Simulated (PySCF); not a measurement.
Compound: C₅H₁₅NSi₂.
SMILES with atom numbers: `[CH3:1][CH2:2]/[CH:3]=[CH:4]/[SiH2:5][NH:6][SiH2:7][CH3:8]` (hydrogens: H9, H10, H11 on C1; H12, H13 on C2; H14 on C3; H15 on C4; H16, H17 on Si5; H18 on N6; H19, H20 on Si7; H21, H22, H23 on C8)

Computed by this run: PBE0-D3(BJ)/def2-SVP geometry optimisation, gas phase in PySCF 2.14.0; density fitting, grid level 1; the optimiser is geomeTRIC in internal coordinates, started from a GFN2-xTB structure with every atom displaced at random (about 0.01 Å).

Step 5: E = -22651.5834 eV
```
atom  x, y, z in Å  |  force x, y, z in eV/Å
C1      4.1392    1.2192   -0.8614    0.022   0.013   0.000
C2      3.3823    0.9183    0.4277    0.023  -0.018   0.016
C3      2.2990   -0.0966    0.2405    0.059   0.109  -0.008
C4      0.9977    0.0988    0.4914   -0.097  -0.093  -0.030
Si5    -0.3010   -1.2224    0.2580   -0.005   0.035   0.013
N6     -1.8382   -0.4338    0.0284   -0.037  -0.033   0.004
Si7    -3.4174   -1.1209   -0.2551    0.034   0.051   0.005
C8     -4.6397    0.2785   -0.5088   -0.019  -0.035  -0.016
H9      3.4655    1.6320   -1.6275   -0.005   0.001  -0.008
H10     4.5978    0.3086   -1.2780    0.001  -0.003  -0.007
H11     4.9443    1.9490   -0.6881    0.005  -0.004  -0.005
H12     4.0943    0.5368    1.1825    0.009   0.006  -0.001
H13     2.9521    1.8434    0.8457   -0.003  -0.012  -0.003
H14     2.6356   -1.0688   -0.1527   -0.033   0.018   0.001
H15     0.6913    1.0847    0.8747    0.039  -0.036   0.031
H16     0.0534   -2.0819   -0.9183    0.023  -0.005   0.015
H17    -0.3472   -2.1428    1.4436   -0.030   0.003  -0.005
H18    -1.8158    0.5789    0.1035    0.004  -0.004  -0.020
H19    -3.3889   -2.0100   -1.4612   -0.002  -0.007   0.004
H20    -3.8546   -1.9787    0.8942   -0.004  -0.002   0.005
H21    -5.6537   -0.1164   -0.6765    0.004  -0.005   0.004
H22    -4.6773    0.9361    0.3736    0.005   0.006   0.001
H23    -4.3645    0.8837   -1.3862    0.007   0.017   0.005
```

Step 6: E = -22651.6065 eV
```
atom  x, y, z in Å  |  force x, y, z in eV/Å
C1      3.9765    1.3498   -0.9055    0.108  -0.061  -0.053
C2      3.3856    0.8374    0.4021    0.091  -0.054  -0.005
C3      2.2803   -0.1471    0.1885   -0.066   0.313   0.156
C4      1.0266    0.0101    0.6415   -0.090  -0.332  -0.134
Si5    -0.2957   -1.2815    0.3786    0.059   0.081   0.037
N6     -1.8016   -0.4570    0.0835   -0.158  -0.073  -0.010
Si7    -3.3988   -1.1113   -0.1934    0.008   0.119  -0.013
C8     -4.5288    0.3173   -0.6521    0.069   0.002   0.003
H9      3.2218    1.8905   -1.4946   -0.036   0.001  -0.034
H10     4.3543    0.5176   -1.5270   -0.033   0.104   0.055
H11     4.8145    2.0381   -0.7191    0.018  -0.010  -0.016
H12     4.1820    0.3453    0.9911    0.014   0.019  -0.013
H13     3.0203    1.6787    1.0149   -0.003  -0.038  -0.016
H14     2.5505   -1.0412   -0.3961   -0.078   0.041   0.042
H15     0.7773    0.9173    1.2144    0.115  -0.050  -0.005
H16     0.1037   -2.1651   -0.7684    0.005   0.026   0.045
H17    -0.4182   -2.1766    1.5794   -0.044   0.011  -0.036
H18    -1.7443    0.5578    0.0672    0.028  -0.049  -0.030
H19    -3.3662   -2.1163   -1.3050    0.011  -0.011   0.018
H20    -3.9173   -1.8273    1.0163   -0.010  -0.005   0.013
H21    -5.5588   -0.0071   -0.8610   -0.004  -0.074   0.031
H22    -4.5675    1.0653    0.1576    0.013  -0.026  -0.059
H23    -4.1422    0.8010   -1.5632   -0.018   0.064   0.024
```

Step 7: E = -22651.6243 eV
```
atom  x, y, z in Å  |  force x, y, z in eV/Å
C1      3.7547    1.5135   -0.9216    0.130  -0.104  -0.138
C2      3.3817    0.7477    0.3415    0.096  -0.046  -0.044
C3      2.2315   -0.1839    0.1299   -0.144   0.330   0.340
C4      1.0761   -0.1284    0.8165   -0.026  -0.378  -0.186
Si5    -0.2900   -1.3632    0.5263    0.079   0.059   0.041
N6     -1.7443   -0.4853    0.1434   -0.239  -0.074  -0.030
Si7    -3.3727   -1.0714   -0.1115   -0.006   0.120  -0.040
C8     -4.3618    0.3509   -0.8409    0.167   0.055   0.016
H9      2.9345    2.1715   -1.2414   -0.060   0.009  -0.036
H10     3.9772    0.8214   -1.7576   -0.027   0.153   0.142
H11     4.6429    2.1418   -0.7573    0.018  -0.010  -0.023
H12     4.2520    0.1527    0.6764    0.012   0.027  -0.020
H13     3.1493    1.4481    1.1615   -0.009  -0.045  -0.025
H14     2.3720   -0.9418   -0.6572   -0.063   0.015   0.084
H15     0.9418    0.6377    1.5961    0.145  -0.016  -0.080
H16     0.1493   -2.2908   -0.5728   -0.037   0.055   0.039
H17    -0.5226   -2.2124    1.7438   -0.023   0.017  -0.057
H18    -1.6225    0.5138   -0.0031    0.049  -0.071  -0.021
H19    -3.3683   -2.2278   -1.0659    0.019  -0.012   0.027
H20    -3.9885   -1.5661    1.1610   -0.015   0.000   0.015
H21    -5.4005    0.0989   -1.0955   -0.029  -0.118   0.066
H22    -4.3793    1.2117   -0.1490    0.009  -0.065  -0.087
H23    -3.8585    0.6574   -1.7727   -0.045   0.101   0.018
```

Step 8: E = -22651.6423 eV
```
atom  x, y, z in Å  |  force x, y, z in eV/Å
C1      3.6990    1.5554   -0.9198    0.056  -0.089  -0.105
C2      3.3895    0.7317    0.3260    0.048  -0.025  -0.012
C3      2.2265   -0.1884    0.1346   -0.176   0.151   0.210
C4      1.0985   -0.1849    0.8678    0.082  -0.194  -0.111
Si5    -0.2917   -1.3852    0.5559    0.072   0.003   0.010
N6     -1.7259   -0.4852    0.1481   -0.144  -0.020  -0.020
Si7    -3.3627   -1.0451   -0.0933   -0.036   0.049  -0.015
C8     -4.3268    0.3533   -0.8936    0.163   0.078  -0.002
H9      2.8651    2.2292   -1.1657   -0.037   0.002  -0.018
H10     3.8720    0.9039   -1.7971   -0.012   0.104   0.118
H11     4.5988    2.1723   -0.7769    0.009  -0.007  -0.006
H12     4.2751    0.1221    0.5854    0.005   0.018  -0.013
H13     3.2027    1.3930    1.1883   -0.002  -0.018  -0.010
H14     2.3262   -0.9072   -0.6930   -0.021   0.003   0.027
H15     1.0061    0.5331    1.6963    0.074   0.025  -0.057
H16     0.1462   -2.3201   -0.5364   -0.024   0.047   0.022
H17    -0.5687   -2.2280    1.7660   -0.012   0.007  -0.031
H18    -1.5767    0.5029   -0.0392    0.038  -0.051  -0.021
H19    -3.3736   -2.2492   -0.9869    0.015  -0.006   0.021
H20    -3.9981   -1.4656    1.1971   -0.015   0.006   0.005
H21    -5.3667    0.0928   -1.1359   -0.025  -0.090   0.056
H22    -4.3401    1.2440   -0.2418   -0.006  -0.058  -0.056
H23    -3.8206    0.6210   -1.8358   -0.050   0.064   0.010
```

Question: Estimate the geometry and energy of step 9. (The exact step hangs on the optimiser's Hessian estimate; all steps are aligned on step 8, rigid shifts and turns removed.)

Answer: E = -22651.6544 eV, largest force 0.095 eV/Å
```
atom  x, y, z in Å  |  force x, y, z in eV/Å
C1      3.6219    1.6207   -0.8933   -0.014   0.011  -0.003
C2      3.3947    0.7069    0.3072   -0.011   0.004   0.017
C3      2.2216   -0.2022    0.1255   -0.065  -0.061  -0.034
C4      1.1344   -0.2722    0.9099    0.061   0.051   0.050
Si5    -0.2875   -1.4269    0.5789   -0.004  -0.025  -0.021
N6     -1.6929   -0.4962    0.1339    0.016   0.011   0.008
Si7    -3.3516   -0.9973   -0.0553   -0.012  -0.022   0.036
C8     -4.2750    0.3553   -0.9659    0.058   0.038  -0.043
H9      2.7694    2.3024   -1.0385    0.007  -0.006   0.001
H10     3.7412    1.0392   -1.8210    0.009  -0.008  -0.008
H11     4.5282    2.2311   -0.7644   -0.005   0.008   0.006
H12     4.2984    0.0894    0.4631   -0.011  -0.009  -0.001
H13     3.2606    1.3027    1.2245    0.010   0.007   0.011
H14     2.2726   -0.8602   -0.7548    0.031  -0.012  -0.022
H15     1.0972    0.3927    1.7846   -0.023   0.016   0.014
H16     0.1388   -2.3796   -0.4985    0.014   0.014  -0.012
H17    -0.6223   -2.2464    1.7868    0.001  -0.010   0.000
H18    -1.4951    0.4640   -0.1322    0.011   0.003  -0.029
H19    -3.4158   -2.2811   -0.8273    0.001   0.001   0.004
H20    -4.0003   -1.2682    1.2692   -0.017   0.012  -0.009
H21    -5.3241    0.0799   -1.1505   -0.008  -0.015   0.021
H22    -4.2647    1.2954   -0.3922   -0.019  -0.004   0.017
H23    -3.7958    0.5465   -1.9395   -0.031  -0.005  -0.003
```

The energy changes by -0.0121 eV. The first-order estimate −F·Δx gives -0.0268 eV and the mean of the old and new forces, exact on a quadratic surface, -0.0154 eV. The step makes an angle of 85° with the force vector and moves no atom by more than 0.210 Å.

The cost below is that of the whole optimisation. Hardware: one thread, Arm Neoverse N1 (aarch64), on a shared host. Cost: 19 min of wall time, 0.89 GiB resident at most.
